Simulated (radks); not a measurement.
Results of a calculation; reference values are marked as such.
Ionisation of neutral silicon, [Ne] 3s2 3p2, to Si+, [Ne] 3s2 3p1, under several functionals. Non-relativistic Kohn-Sham, spin-polarised, spherical densities, point nucleus; open shells are filled with parallel spins first; a radial shooting solver on a logarithmic mesh with Libxc functionals.

functional	E(Si) (hartree)	Exc (hartree)	IE (eV)	-e(HOMO) (eV)	<r> HOMO (bohr)	IE error (eV)
PBE	-289.23200	-20.63364	8.275	4.630	2.745	+0.123
r2SCAN	-289.34344	-20.76105	8.423	4.846	2.725	+0.272
OLYP	-289.38397	-20.81199	8.114	4.432	2.727	-0.038
TPSS	-289.39469	-20.80850	8.326	4.692	2.718	+0.174
PW91	-289.36326	-20.77059	8.312	4.662	2.743	+0.160
PBEsol	-288.69614	-20.07857	8.238	4.596	2.742	+0.086

NIST Atomic Spectra Database: 8.152 eV (measured). Closest: OLYP. The Delta-SCF values span 0.31 eV, the total energies 0.70 hartree. The highest occupied level is 3p. Open shells are spherical and high-spin; term and fine-structure splittings are not resolved.
